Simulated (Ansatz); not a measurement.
A structure relaxed at PBE-D4/def2-SVP in Ansatz, charge 1, singlet:

Cartesian coordinates in Å:
```
P 1.693 -0.589 1.090
P -0.085 -1.346 1.613
As 0.298 0.919 -1.940
As -1.681 0.082 -1.372
As -0.225 0.934 0.609
```

Q: Give its formula and point group.

A: the cluster As3P2⁺. Point group Cs (tolerance 0.1 Å).

Q: Summarise the bond lengths by kind (pairs closer than 1.2 times the sum of covalent radii, bridged metal pairs left out).

A: 3 × As–As 2.22 to 2.60 Å; 2 × As–P 2.50 Å; 1 × P–P 2.00 Å.

The restricted singlet is unstable towards broken spin symmetry in Hartree–Fock (as tested in another run); at PBE-D4/def2-SVP this wasn't settled. Another isomer (singlet) lies 1.67 eV lower at PBE0-D4/def2-TZVP; other spin states weren't run for this one.
